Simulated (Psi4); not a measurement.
Cl3In (SMILES [Cl][In]([Cl])[Cl]), singlet, geometry from GFN2-xTB (such geometries of metal compounds can be far from the true shape) (core potentials on In); CAM-B3LYP/def2-SVP in Psi4.

Psi4 was given this input:
```
memory 2 GB

molecule mol {
0 1
  In   -0.000000   -0.000000    0.000000
  Cl    2.244496   -0.203900   -0.440003
  Cl   -0.903256   -1.011513    1.853081
  Cl   -1.341240    1.215412   -1.413078
}

set basis def2-svp
set reference rks
set scf_type cd

energy('cam-b3lyp')
print_variables()
```

Problem. Predict the main parts of the log of this Psi4 run.

Solution. 
```
   => Loading Basis Set <=

    Name: DEF2-SVP
    Role: ORBITAL
    Keyword: BASIS

    !!!  WARNING: ECP capability is in beta. Please check occupations closely.  !!!

Traceback (most recent call last):
  File "psi4", line 375, in <module>
  File "<string>", line 26, in <module>
  File "site-packages/psi4/driver/driver.py", line 533, in energy
  File "site-packages/psi4/driver/procrouting/proc.py", line 2760, in run_scf
  File "site-packages/psi4/driver/procrouting/proc.py", line 1939, in scf_helper
  File "site-packages/psi4/driver/procrouting/proc.py", line 1433, in scf_wavefunction_factory
  File "site-packages/psi4/driver/procrouting/proc.py", line 1397, in build_functional_and_disp
  File "site-packages/psi4/driver/procrouting/dft/superfunctionals.py", line 135, in build_superfunctional

psi4.driver.p4util.exceptions.ValidationError: SCF: SCF_TYPE (CD) not supported for range-separated functionals, plese use SCF_TYPE = 'DF' to automatically select the correct JK build.

Printing out the relevant lines from the Psithon --> Python processed input file:
    ""","mol")
    core.IO.set_default_namespace("mol")
    core.set_global_option("BASIS", "def2-svp")
    core.set_global_option("REFERENCE", "rks")
    core.set_global_option("SCF_TYPE", "cd")
--> energy('cam-b3lyp')
    print_variables()

!----------------------------------------------------------------------------------!
!                                                                                  !
!  SCF: SCF_TYPE (CD) not supported for range-separated functionals, plese use     !
!     SCF_TYPE = 'DF' to automatically select the correct JK build.                !
!                                                                                  !
!----------------------------------------------------------------------------------!
```

The program refused the input.
